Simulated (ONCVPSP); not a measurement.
## Before and after: ONCV potential for thallium

- Element: thallium
- Generator: ONCVPSP 4.0.1
- Type: optimised norm-conserving Vanderbilt (ONCV)
- Functional: LDA (Perdew-Wang 92)
- Relativity: scalar-relativistic
- Frozen core: [Kr] 4d10 4f14
- Valence charge: 21
- Reference configuration: 5s2 5p6 5d10 6s2 6p1
- Partial waves: 5s+6s: rc 1.45 bohr, ncon 4, nbas 7, qcut 8 1/bohr, 2 projectors; 5p+6p: rc 1.35 bohr, ncon 3, nbas 7, qcut 10.3 1/bohr, 2 projectors; 5d: rc 1.85 bohr, ncon 4, nbas 8, qcut 9.8 1/bohr, 3 projectors, debl 3.4 Ha
- Local potential: polynomial inside 1.10 bohr (lpopt 5, dvloc0 3 Ha)
- Core correction: Teter function, fcfact 4.75, rcfact 1.75

Change: p: qcut 6.5.

Cutoffs: the cutoffs (Ha) at which the residual kinetic energy of the hardest occupied pseudo-wave falls to 1 and 0.1 mHa per electron; they do not see the model core or the augmentation charge, which bear on the density cutoff. Errors are all-electron minus pseudo energies relative to the spin-unpolarised reference configuration.

Question: Predict the effect on cutoff, ghosts and configuration errors.

Answer: The potential gets neither clearly harder nor softer (37 Ha and 43 Ha → 26 Ha and 82 Ha); the s channel sets the loose cutoff, while the largest relative change is in p, which becomes softer; of the 3 tests that both files solve, the error grows in 1 and shrinks in 0 by more than 15 % and 0.3 meV (median size 13.4 → 13.8 meV); neither file shows a bound ghost.

| quantity | base | changed |
| --- | --- | --- |
| cutoff, loose | 37 Ha | 26 Ha |
| cutoff, tight | 43 Ha | 82 Ha |
| loose cutoff by channel | s 26 Ha, p 37 Ha, d 26 Ha | s 26 Ha, p 16 Ha, d 26 Ha |
| bound ghosts | none | none |
| GHOST(+) flags under 300 eV | s at 220.2 eV | s at 220.2 eV |
| tests with a reliable result | 3 of 4 | 3 of 4 |
| error for 5s2 5p6 5d10 6s2 6p0, meV [ΔE 5.40 eV] | -2.4 | -2.5 |
| error for 5s2 5p6 5d10 6s1 6p0, meV [ΔE 26.60 eV] | -13 | -14 |
| error for 5s2 5p5 5d10 6s2 6p1, meV [ΔE 83.17 eV] | -135 | -179 |
| s: phases at 1.47 bohr within 0.05 rad from the reference energy up to (Ha; the scan ends near 5) | to the end of the scan | to the end of the scan |
| p: phases at 1.37 bohr within 0.05 rad from the reference energy up to (Ha; the scan ends near 5) | to the end of the scan | 4.2 |
| d: phases at 1.88 bohr within 0.05 rad from the reference energy up to (Ha; the scan ends near 5) | to the end of the scan | to the end of the scan |
| rms error of d²Exc/dni dnj with the model core, mHa | 2.64 | 2.59 |
